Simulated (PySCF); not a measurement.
PySCF 2.14 output of a UHF calculation on a single atom or ion in jorge-DZP-DKH, with the spin-free X2C one-electron Hamiltonian (Gaussian nucleus):

```
SCF conv_tol = 1e-09
number electrons alpha = 13  beta = 9
cycle= 1 E= -947.879902312451  delta_E= -0.00299  |g|= 0.0179  |ddm|= 0.0437
cycle= 2 E= -947.87999481218  delta_E= -9.25e-05  |g|= 0.00368  |ddm|= 0.00842
cycle= 3 E= -947.880000456833  delta_E= -5.64e-06  |g|= 0.000642  |ddm|= 0.00372
cycle= 4 E= -947.880001452077  delta_E= -9.95e-07  |g|= 0.000478  |ddm|= 0.00184
cycle= 5 E= -947.880002376087  delta_E= -9.24e-07  |g|= 0.000427  |ddm|= 0.00182
cycle= 6 E= -947.880005911161  delta_E= -3.54e-06  |g|= 0.000341  |ddm|= 0.00802
cycle= 7 E= -947.880010983407  delta_E= -5.07e-06  |g|= 0.000125  |ddm|= 0.0207
cycle= 8 E= -947.880011372008  delta_E= -3.89e-07  |g|= 3.37e-05  |ddm|= 0.00635
cycle= 9 E= -947.88001138325  delta_E= -1.12e-08  |g|= 1.44e-05  |ddm|= 0.00124
cycle= 10 E= -947.880011383396  delta_E= -1.46e-10  |g|= 2.22e-06  |ddm|= 2.27e-05
converged SCF energy = -947.880011383396  <S^2> = 6.0009048  2S+1 = 5.0003619
```

The run itself started from symmetry-adapted Hartree-Fock orbitals and held the occupation by maximum overlap, so the iterations belong to that start.

Question: Which element, charge and spin multiplicity is this?

Answer: V⁺ (vanadium, charge +1), multiplicity 5; the state was [Ar] 3d4, high-spin 5D determinant.
